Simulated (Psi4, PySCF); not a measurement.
C$_{4}$H$_{6}$F$_{2}$Si (SMILES C=C[Si](F)(F)C=C), singlet, at a GFN2-xTB geometry, atoms displaced at random by about 0.03 Å a coordinate. Base run: HF/STO-3G, gradient (PySCF).

The PySCF input:
```python
from pyscf import gto, scf

mol = gto.Mole()
mol.atom = '''
    C    -2.628077    0.693526    0.641707
    C    -1.319741    1.097113    0.338148
    Si   -0.017562   -0.132697   -0.220517
    F     0.610318    0.380455   -1.546422
    F    -0.609331   -1.522076   -0.561405
    C     1.422676   -0.404781    1.044376
    C     2.609469    0.013570    0.859637
    H    -2.844933   -0.316223    0.580963
    H    -3.375914    1.444852    0.947393
    H    -1.060400    2.121212    0.384064
    H     1.132743   -0.952537    1.922925
    H     2.878629    0.663860   -0.016156
    H     3.386634   -0.077943    1.571872
'''
mol.basis = 'sto-3g'
mol.charge = 0
mol.spin = 0
mol.verbose = 4
mol.build()

mf = scf.RHF(mol)
mf.kernel()
g = mf.nuc_grad_method()
grad = g.kernel()
```

Programs used: Psi4, PySCF; a row that names a program was run with it.

The coordinate followed is y of atom 12.

Variants of this job, named by their change:

```json
[
 {"change": "base", "dE/dx (Eh/bohr)": "0.024427", "net force (Eh/bohr)": "0.000000"},
 {"change": "finite difference step (bohr) = 0.05; conv_tol = 1e-11", "dE/dx (Eh/bohr)": "0.024413", "net force (Eh/bohr)": "-"},
 {"change": "finite difference step (bohr) = 1e-5; conv_tol = 1e-11", "dE/dx (Eh/bohr)": "0.024427", "net force (Eh/bohr)": "-"},
 {"change": "conv_tol = 1e-11", "dE/dx (Eh/bohr)": "0.024427", "net force (Eh/bohr)": "0.000000"},
 {"change": "finite difference step (bohr) = 0.2; conv_tol = 1e-11", "dE/dx (Eh/bohr)": "0.024216", "net force (Eh/bohr)": "-"},
 {"change": "finite difference step (bohr) = 1e-3; conv_tol = 1e-11", "dE/dx (Eh/bohr)": "0.024427", "net force (Eh/bohr)": "-"},
 {"change": "code = psi4", "dE/dx (Eh/bohr)": "0.024423", "net force (Eh/bohr)": "0.000000"},
 {"change": "conv_tol = 1e-4", "dE/dx (Eh/bohr)": "0.024483", "net force (Eh/bohr)": "0.000000"},
 {"change": "density fitting = on", "dE/dx (Eh/bohr)": "0.024423", "net force (Eh/bohr)": "0.000000"},
 {"change": "density fitting = on; auxbasis_response = off", "dE/dx (Eh/bohr)": "0.024398", "net force (Eh/bohr)": "0.001571"},
 {"change": "finite difference step (bohr) = 0.01; conv_tol = 1e-11", "dE/dx (Eh/bohr)": "0.024427", "net force (Eh/bohr)": "-"},
 {"change": "finite difference step (bohr) = 1e-4; conv_tol = 1e-11", "dE/dx (Eh/bohr)": "0.024427", "net force (Eh/bohr)": "-"}
]
```

The net force is zero for an exact gradient.
